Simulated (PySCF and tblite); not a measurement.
The numbers below are computed, except where a source is named.
C₅H₇N₃O, numbered as in [H]/[N:8]=[CH:7]\[c:6]1[o:5][n:4][c:3]([CH2:2][CH3:1])[n:9]1.

Conformers came from 90 starts (ETKDG and KDG, MMFF94s, GFN2-xTB); geometries are GFN2-xTB. Free energies are B3LYP-D3(BJ)/def2-SVP (IEF-PCM, methanol) single points with GFN2-xTB rigid-rotor and vibrational terms (modes under about 100 cm⁻¹ blended into free rotors). Symmetry numbers and mirror images are counted. Conformers within 3 kcal/mol (GFN2-xTB free energy) were kept, 5 at most. (PySCF 2.14, tblite 0.8.)

Rotational constants are equilibrium values for the commonest isotopes; dipoles come from the energy level named and are polarised by its solvent model.

Torsions listed: C1–C2–C3–N4, O5–C6–C7–N8. Of a mirror pair one member is shown.

```tsv
conformer	shape	symmetry	weight %
1	113°, 180°	C1 (pair)	60.2
2	-114°, 0°	C1 (pair)	39.8
```

Sets of constants, in random order:

```json
{"set": "P", "A (MHz)": "3601", "B (MHz)": "1064", "C (MHz)": "866", "abs μa (D)": "1.89", "abs μb (D)": "0.84", "abs μc (D)": "0.29"}
{"set": "Q", "A (MHz)": "5045", "B (MHz)": "941", "C (MHz)": "837", "abs μa (D)": "2.05", "abs μb (D)": "0.49", "abs μc (D)": "0.24"}
```

Problem. Match each set to its conformer.

Solution. P is conformer 1, Q is conformer 2.


Conformer gaps in def2-SVP on xTB geometries can be 2 kcal/mol too large for S=O, P=O and other polar bonds.